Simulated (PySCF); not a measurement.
**Bonding in `CCc1cpccc1C`**

Compound: C₈H₁₁P.
Atom-mapped SMILES: `[CH3:1][CH2:2][c:3]1[cH:4][p:5][cH:6][cH:7][c:8]1[CH3:9]` (hydrogens: H10, H11, H12 on C1; H13, H14 on C2; H15 on C4; H16 on C6; H17 on C7; H18, H19, H20 on C9)

Structure used (GFN2-xTB), in Å, numbered top down from 1:
```xyz
20
C8H11P angstrom
C     -2.379    0.173   -0.557
C     -1.441    0.640    0.558
C     -0.179   -0.184    0.567
C     -0.206   -1.365    1.287
P      1.060   -2.534    1.435
C      2.266   -1.760    0.464
C      2.104   -0.554   -0.181
C      0.947    0.219   -0.160
C      0.945    1.509   -0.927
H     -1.902    0.269   -1.530
H     -3.291    0.765   -0.559
H     -2.644   -0.872   -0.414
H     -1.951    0.526    1.517
H     -1.215    1.698    0.427
H     -1.120   -1.598    1.823
H      3.216   -2.271    0.366
H      2.944   -0.177   -0.754
H      1.862    1.611   -1.502
H      0.103    1.558   -1.615
H      0.875    2.360   -0.248
```

Bond orders from the PBE0/pcSseg-1 density (PySCF). One conformer (not necessarily the lowest) at the GFN2-xTB geometry, without solvent, vibrations or thermal averaging.

Where do the orders between heavy atoms depart from those drawn in the SMILES?

The largest departure is 0.192, at P5–C6 (drawn aromatic, 1.308), counting aromatic bonds as 1.5. The bonds drawn aromatic range from 1.31 to 1.48.

Set the Mayer orders of the bonds between heavy atoms beside their lengths.

| bond | drawn as | length (Å) | Mayer order |
| --- | --- | --- | --- |
| C1–C2 | single | 1.530 | 1.033 |
| C2–C3 | single | 1.508 | 1.091 |
| C3–C4 | aromatic | 1.384 | 1.462 |
| C4–P5 | aromatic | 1.730 | 1.329 |
| P5–C6 | aromatic | 1.731 | 1.308 |
| C6–C7 | aromatic | 1.377 | 1.481 |
| C7–C8 | aromatic | 1.391 | 1.445 |
| C8–C9 | single | 1.502 | 1.092 |
| C8–C3 | aromatic | 1.399 | 1.338 |

By pair of heavy elements: C–C: lowest C1–C2 (1.033, 1.530 Å), highest C6–C7 (1.481, 1.377 Å). C–P: lowest P5–C6 (1.308, 1.731 Å), highest C4–P5 (1.329, 1.730 Å).

And the bonds to hydrogen?

C–H: 0.92 to 0.97 (11 bonds).

Sum the orders of all bonds at each heavy atom with more than one neighbour and set the sums beside the valence in the SMILES.

C1 3.930 (drawn 4), C2 3.991 (drawn 4), C3 3.891 (drawn 4), C4 3.711 (drawn 4), P5 2.637 (drawn 3), C6 3.718 (drawn 4), C7 3.865 (drawn 4), C8 3.875 (drawn 4), C9 3.915 (drawn 4). Orders between atoms that aren't bonded are not in these sums.

The Mayer order sums products of elements of PS (density times overlap matrix) between the two atoms' basis functions, so it depends on the basis set.
